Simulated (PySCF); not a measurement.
Two species compared at the same levels of theory.

First species: C5H7FSi.
InChI=1S/C5H7FSi/c1-7-4-2-3-5(7)6/h2-4,7H,1H3/t7-/m0/s1

Second species: C5H7FSi.
Geometry (GFN2-xTB, Å), atoms numbered from 1 in this order:
```xyz
14
C5H7FSi angstrom
C      2.1017    0.1077   -0.0690
C      0.6138    0.0685   -0.0116
C     -0.1695    1.1073    0.3034
F      0.3053    2.3384    0.6119
C     -1.6106    0.9219    0.3203
C     -2.0290   -0.3095    0.0094
Si    -0.5326   -1.3993   -0.3534
H      2.4466   -0.1583   -1.0682
H      2.4791    1.0980    0.1811
H      2.5237   -0.6165    0.6278
H     -2.2439    1.7590    0.5743
H     -3.0723   -0.5728   -0.0124
H     -0.4616   -1.8558   -1.7410
H     -0.3514   -2.4891    0.6053
```

Levels: wB97X-D/def2-SVPD for dipole moment, HOMO energy, LUMO energy, HOMO–LUMO gap, static isotropic polarisability and electronic spatial extent ⟨r²⟩ about the centre of nuclear charge; TDDFT wB97X-D/def2-SVPD for lowest singlet excitation; TDA wB97X-D/def2-SVPD for lowest triplet excitation (Tamm–Dancoff); GFN2-xTB for rotational constant A and rotational constant C. Geometries: GFN2-xTB. Each species is one conformer at its optimised geometry, gas phase, non-relativistic unless stated. Electronic properties by PySCF.

Values for the first species:

- Dipole moment: 1.66 D
- HOMO energy: -8.31 eV
- LUMO energy: 0.27 eV
- HOMO–LUMO gap: 8.58 eV
- Lowest singlet excitation: 4.23 eV
- Lowest triplet excitation (Tamm–Dancoff): 2.60 eV
- Static isotropic polarisability: 80.9 au
- Electronic spatial extent ⟨r²⟩ about the centre of nuclear charge: 895 bohr²
- Rotational constant A: 2.655 GHz
- Rotational constant C: 1.374 GHz

**Question.** Estimate the same properties for the second species, and the change in each.

**Answer.** 
```tsv
property	first	second	second less first
dipole moment	1.66 D	1.43 D	-0.23 D
HOMO energy	-8.31 eV	-8.33 eV	-0.02 eV
LUMO energy	0.27 eV	0.30 eV	+0.03 eV
HOMO–LUMO gap	8.58 eV	8.63 eV	+0.05 eV
lowest singlet excitation	4.23 eV	4.32 eV	+0.09 eV
lowest triplet excitation (Tamm–Dancoff)	2.60 eV	2.71 eV	+0.11 eV
static isotropic polarisability	80.9 au	81.9 au	+1.0 au
electronic spatial extent ⟨r²⟩ about the centre of nuclear charge	895 bohr²	894 bohr²	-1 bohr²
rotational constant A	2.655 GHz	3.068 GHz	+0.413 GHz
rotational constant C	1.374 GHz	1.312 GHz	-0.062 GHz
```

On the first: A dipole of 1.66 D is allowed in C1, and pure rotational transitions are dipole-allowed. No computed singlet falls in the visible range (750 to 380 nm, 1.65 to 3.26 eV); S1 lies 0.97 eV above its blue end.

On the second: The polarisability is 12.13 Å³ as a volume (1 au = 0.148185 Å³), or 1.36 au for each of the 60 electrons. The principal polarisabilities are 59.6, 91.7 and 94.3 au; their mean is the isotropic value.
